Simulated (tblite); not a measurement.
A tight-binding relaxation on `CB[C@@H](C)N[SiH2][SiH3]`.

Computed with GFN2-xTB geometry optimisation, gas phase (tblite 0.8.0). Start geometry: from a force field or distance geometry. A driver script takes a list of jobs; this job's settings line and coordinates (Å) are shown.

Command:
```bash
OMP_NUM_THREADS=1 python probes_run.py task.json out
```

Input:
```
{"job": {"kind": "relax", "xc": "GFN2-xTB", "basis": "xTB"}, "charge": 0, "multiplicity": 1}
C     -3.139700    -1.198400    -0.231600
B     -1.771700    -1.164100     0.538600
C     -0.676200    -0.144500     0.036400
C     -1.166500     1.256300     0.275300
N      0.637000    -0.415000     0.513700
Si     1.812200     0.766300    -0.101400
Si     3.873700    -0.043200     0.068700
H     -3.444000    -0.126200    -0.411600
H     -2.961000    -1.712100    -1.203900
H     -3.944700    -1.722400     0.340900
H     -1.613500    -1.822900     1.521200
H     -0.665700    -0.288400    -1.084500
H     -2.263600     1.274800     0.476500
H     -0.980900     1.814700    -0.676800
H     -0.588900     1.719000     1.114400
H      0.731100    -0.673900     1.501700
H      1.690600     2.081400     0.582600
H      1.530400     1.030100    -1.514500
H      3.815000    -1.272600     0.890900
H      4.425400    -0.330900    -1.242300
H      4.692100     0.989000     0.759900
```

Output:
```
step      E/eV     max force
  0    -575.26754    2.372
  1    -575.51814    0.834
  2    -575.59563    0.552
  3    -575.64262    0.482
  4    -575.67834    0.418
  5    -575.70235    0.382
  6    -575.72667    0.570
  7    -575.74818    0.437
  8    -575.76415    0.324
  9    -575.77703    0.339
... (128 lines left out)
138    -576.02998    0.018
139    -576.03001    0.013
140    -576.03005    0.018
141    -576.03011    0.027
142    -576.03016    0.023
143    -576.03020    0.013
144    -576.03023    0.011
145    -576.03025    0.012
146    -576.03026    0.012
147    -576.03028    0.010
```

«max force» is the largest atomic force in eV/Å.

Problem. From which step on does the largest force stay under 0.1 eV/Å, and how much energy is left to gain from there?

Solution. From step 52 (0.086 eV/Å), 31.0 meV above the end.

Summary of the converged run: energy lowered by 17.6 kcal/mol over 147 steps; largest atomic force 0.010 eV/Å at the end.

Problem. Where do the atoms end?

Solution. 0.586 Å rms from the input after alignment:
```
atom  x, y, z in Å
C1    -3.1010   -1.3365   -0.2850
B2    -1.6924   -1.1345    0.3731
C3    -0.7819    0.1030   -0.0215
C4    -1.3329    1.3529    0.7033
N5     0.6306   -0.0866    0.2722
Si6    1.8945    0.7490   -0.5295
Si7    3.8824   -0.1291    0.2089
H8    -3.3829   -0.5655   -0.9975
H9    -3.1238   -2.2923   -0.8090
H10   -3.8847   -1.4033    0.4692
H11   -1.3260   -1.8837    1.1974
H12   -0.8343    0.3174   -1.0947
H13   -2.3611    1.5448    0.4094
H14   -0.7236    2.2179    0.4515
H15   -1.3004    1.2091    1.7817
H16    0.7731   -0.4121    1.2160
H17    1.8568    2.2245   -0.3730
H18    1.6213    0.5399   -1.9614
H19    3.7647   -1.2872    1.1024
H20    4.7270   -0.5619   -0.9070
H21    4.6857    0.8510    0.9476
```

Problem. Estimate the wall time. Hardware: one thread of an Arm Neoverse N1, shared host with 64 logical CPUs at a one-minute load of 57.

Solution. About 2.0 s.
Labels such as C1 count atoms from 1, the log's own numbers from 0.
